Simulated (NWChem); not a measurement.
# C$_{2}$H$_{5}$FSi$_{2}$; SMILES C([Si@H]([SiH3])F)#C

```xyz
10

C      1.0918    -2.5960     0.2526
C      0.4146    -1.6225    -0.0229
Si    -0.5340    -0.1116    -0.4286
F     -1.9090    -0.1023     0.4470
Si     0.7300     1.7799     0.1338
H      1.6850    -3.4608     0.4949
H     -0.9193    -0.1538    -1.8667
H     -0.0376     3.0262    -0.1682
H      1.0699     1.7451     1.5876
H      1.9898     1.7736    -0.6713
```
Atoms are numbered in this order, from 1.

Results from NWChem. All runs use the structure optimised with PBE0/def2-SVP. Level: PBE0/def2-SVP with SMD (1 M gas to 1 M solution), gas-phase geometry. Reactions with the solvent are ignored.

For solvent water:

```
Item                                         Result
-------------------------------------------  ------
solvation free energy (kcal/mol)                1.9
cavity-dispersion-structure term (kcal/mol)     6.1
dipole in solution (D)                         2.23
```

### Question
What are these values for solvent toluene?

### Answer
The solvation free energy (kcal/mol) comes out as -1.4 and the cavity-dispersion-structure term (kcal/mol) is 1.0. The dipole in solution (D) comes out as 2.01.
